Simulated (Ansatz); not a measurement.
Basis sets compared for TcO3Cl (TcClO3). The state is a singlet with charge 0. Geometry r2SCAN-D4/def2-SVP. Ansatz on 4 threads of Intel Xeon 6975P-C on a shared host; times are rough, and most runs start from earlier orbitals.

```xyz
5

Tc    0.0933    0.0561   -0.0288
O    -0.1925    1.7029    0.0697
O     1.3389   -0.3572    1.0110
O     0.5208   -0.3431   -1.5977
Cl   -1.7605   -1.0587    0.5458
```

In the def2 sets Tc takes a core potential; there is no spin–orbit coupling. The restricted singlet is unstable towards broken spin symmetry in Hartree–Fock (as tested in another run); at PBE-D4/def2-SVP, PBE0-D4/def2-SVP, PBE0-D4/def2-TZVP this wasn't settled.

Binding counts from free atoms (Tc sextet, O triplet, Cl doublet) in the same basis, without a counterpoise term.

```
           level  functions  energy (Eh)  HOMO (eV)  LUMO (eV)  binding per atom (eV)  wall time
 PBE-D4/def2-SVP         91    -766.1262      -8.50      -4.72                   4.84      0.4 s
PBE0-D4/def2-SVP         91    -766.0354     -10.21      -4.24                   4.08      0.6 s
```

**Question.** Estimate the rows for PBE-D4/def2-TZVP (with forces), PBE0-D4/def2-TZVP.

**Answer.** 
```json
{"level": "PBE-D4/def2-TZVP (with forces)", "functions": "170", "energy (Eh)": "-766.5858", "HOMO (eV)": "-8.56", "LUMO (eV)": "-4.80", "binding per atom (eV)": "4.78", "wall time": "0.9 s"}
{"level": "PBE0-D4/def2-TZVP", "functions": "170", "energy (Eh)": "-766.4978", "HOMO (eV)": "-10.21", "LUMO (eV)": "-4.23", "binding per atom (eV)": "4.07", "wall time": "0.95 s"}
```
